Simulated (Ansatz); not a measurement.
Reaction (redistribution): `[CH3][Al]([SH])[Br]` + `OBF` → `[CH3][Al]([OH])[SH]` + `FBBr`

Isolated molecules relaxed with PBE0-D4/def2-TZVP in Ansatz; ΔE leaves out vibrations. CCSD(T)/CBS is the MP2 limit (def2-TZVPP, def2-QZVPP) plus CCSD(T) − MP2 in def2-TZVPP, frozen cores. This one scheme is used for every species. For Br outer-core shells are correlated without core-valence functions, which leaves a few kJ/mol of doubt a bond. Scalar relativity is left out up to krypton. Each species was taken in one conformer, which may not be the lowest.

```tsv
level	ΔE (kcal/mol)
MP2/def2-TZVPP	22.5
CCSD(T)/def2-TZVPP	22.7
```

Problem. What does CCSD(T)/CBS give? (An estimate is asked.)

Solution. Ansatz gave: +22.9 kcal/mol. The listed levels differ from it by -0.4, -0.2 kcal/mol.

Largest T1 diagnostic among the species: 0.013.

From r2SCAN to r2SCAN0 (25 % exact exchange), in def2-TZVPP and without D4, ΔE moves by +1.2 kcal/mol. In def2-TZVPP, CCSD(T) changes the Hartree–Fock value by −3.5 kcal/mol (the triples alone add −0.4 kcal/mol) and MP2 by −3.6 kcal/mol. Leaving LDA and LC-ωPBE aside and taking each functional with its dispersion term where it has one, the values, not all of them listed here, spread over 3.2 kcal/mol, from BLYP-D4 to BHLYP-D4. LDA lies +1.0 kcal/mol from PBE without D4.
